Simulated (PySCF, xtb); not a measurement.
BFClBr, SMILES FB(Cl)Br.

Harmonic wavenumbers (cm⁻¹) from xtb with GFN2-xTB at its own minimum, in rising order: 202, 295, 402, 456, 805, 1203.

### Question
What does TPSSh-D3(BJ)/def2-SVP (PySCF) give at its own minimum? (Estimate from the structure and the level; the computed values follow.)

### Answer
218, 322, 490, 494, 951, 1332. Paired by order, the mean absolute difference is 74 cm⁻¹ and the zero-point energies are 4.8 and 5.4 kcal/mol.
